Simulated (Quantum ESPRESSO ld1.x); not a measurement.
The lutetium ion Lu4+, 67 electrons, occupied as [Xe] 4f13 (the NIST ground configuration). Method: Dirac Kohn-Sham, relativistic LDA (MacDonald-Vosko exchange, VWN5 correlation), spin-unpolarised, spherical densities, point nucleus; open shells are shared between the two j in proportion to 2j + 1; computed with ld1.x of Quantum ESPRESSO 7.5.

X-ray form factor f0, the Fourier transform of the density (f0(0) = 67):

| sin(theta)/lambda (1/angstrom) | f0 (electrons) |
|---|---|
| 0.05 | 66.468 |
| 0.1 | 64.937 |
| 0.15 | 62.586 |
| 0.2 | 59.659 |
| 0.25 | 56.415 |
| 0.3 | 53.079 |
| 0.4 | 46.730 |
| 0.5 | 41.234 |
| 0.6 | 36.609 |
| 0.8 | 29.327 |
| 1 | 24.004 |
| 1.25 | 19.537 |
| 1.5 | 16.759 |
| 2 | 13.243 |
